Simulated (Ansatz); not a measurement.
`C#C[SiH](Cl)Cl` + `N[SiH3]` → `C#CN[SiH3]` + dichlorosilane  (substitution at a C–Si bond)

Gas-phase electronic energies from Ansatz, PBE0-D4/def2-TZVP geometries. CCSD(T)/CBS adds triple-zeta CCSD(T) − MP2 to the extrapolated MP2 energy (def2 sets, frozen cores). This one scheme is used for every species. Functionals use def2-TZVPP. HSE06 is defined as in plane-wave codes.

Q: Is it downhill or uphill in electronic energy at CCSD(T)/CBS, and by how much? (Best estimate.)

A: Computed: Uphill: ΔE = +0.95 eV.

Q: What do these levels give: revPBE-D4, BLYP-D4, PBE0-D4, r2SCAN0-D4, HSE06-D4, ωB97M-V, B2PLYP, PBE-QIDH, HSE06, CAM-B3LYP, CCSD(T)/def2-TZVPP, CCSD/CBS(def2)? (An estimate is asked.)

A: Computed: revPBE-D4 0.78, BLYP-D4 0.80, PBE0-D4 0.77, r2SCAN0-D4 0.82, HSE06-D4 0.77, ωB97M-V 0.87, B2PLYP 0.87, PBE-QIDH 0.85, HSE06 0.76, CAM-B3LYP 0.77, CCSD(T)/def2-TZVPP 0.93, CCSD/CBS(def2) 0.93 eV.

Q: What do rigid-rotor, harmonic-oscillator terms from PBE0-D4/def2-TZVP frequencies (298.15 K, 1 bar) make of the CCSD(T)/CBS value? (Best estimate.)

A: Ansatz gave: ΔZPE = -0.05 eV, ΔH = +0.89 eV, ΔS = -3 J/(mol·K), ΔG = +0.90 eV.

Largest T1 diagnostic among the species: 0.012.

At CCSD(T), def2-SVP lies −0.22 eV from the extrapolated value and def2-TZVPP −0.02 eV. Leaving LDA and LC-ωPBE aside and taking each functional with its dispersion term where it has one, the values, not all of them listed here, spread over 0.15 eV, from PBE-D4 to B97M-V. LDA lies −0.11 eV from PBE without D4. In def2-TZVPP, CCSD(T) changes the Hartree–Fock value by +0.12 eV (the triples alone add +0.02 eV) and MP2 by +0.17 eV.
